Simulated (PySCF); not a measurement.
B(Cl)(Me)(OSiH3) (CH₆BClOSi), SMILES CB(Cl)O[SiH3]. Atoms are numbered in the order given.

```xyz
11

B     -0.0422     0.4683     0.4079
Cl     0.9577     1.9448     0.2815
C     -1.0584     0.3540     1.5961
H     -1.6397    -0.5799     1.6029
H     -1.7605     1.2042     1.5736
H     -0.5229     0.4404     2.5565
O      0.1542    -0.4624    -0.5483
Si    -0.3874    -1.9757    -1.0184
H     -1.4767    -2.4556    -0.1182
H      0.7657    -2.9131    -0.9614
H     -0.8949    -1.8649    -2.4115
```

Geometry optimised at r2SCAN-D4/def2-SVP. This is a generated structure with no PubChem entry under its InChIKey; it may be hypothetical. The values are those of a single conformer.

All values below come from PBE/pcSseg-1 (PySCF).

GIAO shieldings, no solvent; atoms alike by connectivity are averaged. δ = σ(ref) − σ: ¹¹B against BF3 (σ = 83.9 ppm); ³⁵Cl against HCl (σ = 936.5 ppm); ¹³C against TMS (σ = 182.0 ppm); ¹H against TMS (σ = 31.49 ppm); ¹⁷O against H2O (σ = 334.3 ppm); ²⁹Si against TMS (σ = 335.4 ppm), references at their B3LYP-D3(BJ)/def2-TZVP geometries, non-relativistic (without spin–orbit terms, shifts of atoms bonded to Cl or Br come out too high).

```csv
nucleus,atoms,count,δ (ppm)
¹¹B,B1,1,32.3
³⁵Cl,Cl2,1,208.5
¹³C,C3,1,6.1
¹H,"H9, H10, H11",3,5.56
¹H,"H4, H5, H6",3,0.98
¹⁷O,O7,1,175.5
²⁹Si,Si8,1,-36.8
```
